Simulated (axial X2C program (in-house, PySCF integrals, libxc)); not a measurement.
# Potential curves of SbN, with spin–orbit coupling

Calculated with an in-house relativistic program for diatomic molecules. Two-component (2c) means X2C with spin–orbit coupling and atomic mean-field two-electron Coulomb and Gaunt terms. Basis: Sb dyall-cv3z [11s12p8d4f1g], N dyall-av3z [7s7p3d2f] (cores contracted in-house); Gaussian nuclei, density fitting, unrestricted open shells. Masses: Sb 120.904 u, N 14.003 u.

State: Ω = 0 (closed shell). Energies in cm⁻¹ from the fragments at the same level (Sb + N). Fits are polynomials in 1 − R0/R over 0.85 to 1.23 times the lowest point R0.

```json
{"R (Å)": "1.5747", "TPSS": "-14558"}
{"R (Å)": "1.6471", "TPSS": "-23256"}
{"R (Å)": "1.7014", "TPSS": "-27165"}
{"R (Å)": "1.7557", "TPSS": "-29377"}
{"R (Å)": "1.8100", "TPSS": "-30277"}
{"R (Å)": "1.8733", "TPSS": "-30070"}
{"R (Å)": "1.9367", "TPSS": "-28865"}
{"R (Å)": "2.0181", "TPSS": "-26309"}
{"R (Å)": "2.1177", "TPSS": "-22227"}
{"R (Å)": "2.2625", "TPSS": "-15440"}
```

The state is one determinant whose occupation by symmetry is held fixed; it was picked as the lowest of a PBE0 search that is not exhaustive. Closed shells are restricted here (equal orbitals for both partners); the stretched side of such a curve lies too high. Dissociation energies refer to the lowest single-determinant-based atoms at the same level and basis.

**Question.** Fit the TPSS curve near its minimum: give the equilibrium distance, the harmonic wavenumber and the well depth.

**Answer.** At TPSS, 2c: Re = 1.830 Å, ωe ≈ 910 cm⁻¹, De = 3.76 eV to Sb + N; Be follows as 0.401 cm⁻¹.
